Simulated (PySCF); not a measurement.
C4H4BFSe.
Bonds: F1–B2, B2–C3, C3–C4 (aromatic), C4–C5 (aromatic), C5–Se6 (aromatic), Se6–C7 (aromatic), C3–C7 (aromatic). Hydrogens: H8 on B2; H9 on C4; H10 on C5; H11 on C7.

The calculation used PySCF, PBE0-D3(BJ)/def2-SVP geometry optimisation, gas phase.

(1) Give the optimised bond lengths and angles.

Results:

(1) 
```
  bond  length (Å)
 F1–B2       1.329
 B2–C3       1.542
 C3–C4       1.438
 C4–C5       1.363
C5–Se6       1.858
Se6–C7       1.841
 C3–C7       1.380
 B2–H8       1.212
 C4–H9       1.093
C5–H10       1.090
C7–H11       1.090
```

A selection of angles:
```
     angle  degrees
  F1–B2–C3    119.7
  F1–B2–H8    117.3
  C3–B2–H8    123.1
  B2–C3–C4    124.5
  B2–C3–C7    122.6
  C4–C3–C7    112.9
  C3–C4–C5    115.4
  C3–C4–H9    122.3
  C5–C4–H9    122.3
 C4–C5–Se6    111.4
 C4–C5–H10    127.7
Se6–C5–H10    120.9
 C5–Se6–C7     87.6
Se6–C7–H11    121.0
 C3–C7–Se6    112.7
 C3–C7–H11    126.3
```

Dihedral angles: F1–B2–C3–C4 180° (antiperiplanar).

The 7 heavy atoms lie in one plane (0.003 Å rms). The 3 C–C bonds span 1.363 Å (C4–C5, aromatic) to 1.438 Å (C3–C4, aromatic), a spread of 0.075 Å. Of the pairs four or more bonds apart, F1···H11 is among the closest relative to their van der Waals radii: 2.75 Å, 103 % of the sum of Bondi's values. The 5-membered ring C3–C4–C5–Se6–C7 has internal angles of 87.6° to 115.4° (sum 540°, against 540° for a flat polygon); it is planar, 0.00 Å rms from its mean plane, widest ring torsion 0°. B2 (three-coordinate boron) is planar (angles 123.1°, 119.7° and 117.3°, sum 360.0°, 0.00 Å off the plane of its three neighbours). Se6 (selenium bonded to 2 C) is bent (angle 87.6°).

Point group: Cs (tolerance 0.08 Å). Whether it is a minimum is left open (no frequencies). The numbers are those of one conformer.

On an Arm Neoverse V1 with one thread, on a shared host, this took 66 s of wall time and 0.52 GiB of memory at its peak. These figures are those of the optimisation.
